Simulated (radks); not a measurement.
The numbers below are computed, except where a source is named.
Problem. Radial electron density D(r) = 4 pi r^2 rho(r) of an atom or ion with 55 electrons. Code: a radial shooting solver on a logarithmic mesh with Libxc functionals. Model: scalar-relativistic Kohn-Sham, exchange-only r2SCAN, spin-polarised, spherical densities, finite nucleus; meta-GGA in the generalised Kohn-Sham scheme; Fermi nuclear charge, rms radius of each element as measured or else 0.836 A^(1/3) + 0.57 fm.

| r (bohr) | D(r) (e/bohr) | spin D(r) |
|---|---|---|
| 0.001185 | 3.450 | -0.0000250 |
| 0.001368 | 4.390 | -0.0000318 |
| 0.00158 | 5.568 | -0.0000403 |
| 0.001825 | 7.036 | -0.0000508 |
| 0.002125 | 8.963 | -0.0000647 |
| 0.002454 | 11.22 | -0.0000808 |
| 0.002834 | 13.95 | -0.000100 |
| 0.003273 | 17.24 | -0.000124 |
| 0.00381 | 21.38 | -0.000153 |
| 0.0044 | 25.97 | -0.000186 |
| 0.005082 | 31.22 | -0.000224 |
| 0.005916 | 37.42 | -0.000268 |
| 0.006832 | 43.80 | -0.000315 |
| 0.007891 | 50.48 | -0.000367 |
| 0.009113 | 57.12 | -0.000422 |
| 0.01061 | 63.66 | -0.000485 |
| 0.01225 | 68.89 | -0.000551 |
| 0.01415 | 72.69 | -0.000629 |
| 0.01634 | 74.66 | -0.000728 |
| 0.01902 | 74.55 | -0.000873 |
| 0.02197 | 72.62 | -0.00107 |
| 0.02537 | 69.64 | -0.00134 |
| 0.0293 | 66.79 | -0.00170 |
| 0.03411 | 65.58 | -0.00213 |
| 0.0394 | 67.49 | -0.00248 |
| 0.0455 | 72.95 | -0.00254 |
| 0.05297 | 81.76 | -0.00186 |
| 0.06117 | 90.64 | 0.0000471 |
| 0.07065 | 96.87 | 0.00373 |
| 0.08159 | 97.70 | 0.00952 |
| 0.09498 | 91.92 | 0.0176 |
| 0.1097 | 82.54 | 0.0261 |
| 0.1267 | 74.14 | 0.0333 |
| 0.1463 | 71.27 | 0.0366 |
| 0.1703 | 75.49 | 0.0339 |
| 0.1967 | 82.13 | 0.0251 |
| 0.2272 | 84.07 | 0.0130 |
| 0.2645 | 75.55 | 0.00199 |
| 0.3054 | 58.97 | -0.00113 |
| 0.3527 | 41.52 | 0.00702 |
| 0.4073 | 30.98 | 0.0270 |
| 0.4742 | 29.79 | 0.0557 |
| 0.5477 | 33.38 | 0.0776 |
| 0.6325 | 34.59 | 0.0797 |
| 0.7305 | 30.31 | 0.0545 |
| 0.8504 | 22.03 | 0.00924 |
| 0.9821 | 14.70 | -0.0213 |
| 1.134 | 10.28 | -0.00234 |
| 1.31 | 8.472 | 0.0850 |
| 1.525 | 7.564 | 0.235 |
| 1.761 | 6.379 | 0.384 |
| 2.034 | 4.694 | 0.478 |
| 2.368 | 2.865 | 0.480 |
| 2.734 | 1.535 | 0.403 |
| 3.158 | 0.7238 | 0.291 |
| 3.647 | 0.3126 | 0.182 |
| 4.246 | 0.1214 | 0.0934 |
| 4.903 | 0.04633 | 0.0415 |
| 5.663 | 0.01559 | 0.0150 |
| 6.54 | 0.004315 | 0.00426 |
| 7.613 | 0.0008397 | 0.000837 |
| 8.793 | 0.0001294 | 0.000129 |

What is the nuclear charge?

Solution. Z = 57. The innermost maximum, from 1s, lies near gamma/Z bohr with gamma = sqrt(1 - (Z/c)^2) = 0.909, here 0.016 bohr (found: 0.0176), and its height grows with Z. The density is that of the lanthanum ion La2+ in [Xe] 5d1; the configuration itself is not fixed sharply by these data, and Z only to a few units. D(r) has 4 maxima, at r = 0.0176, 0.0771, 0.218, 0.608 bohr, and minima at 0.0338, 0.144, 0.448 bohr, inside which lie 1.97, 11.15, 28.98 electrons.
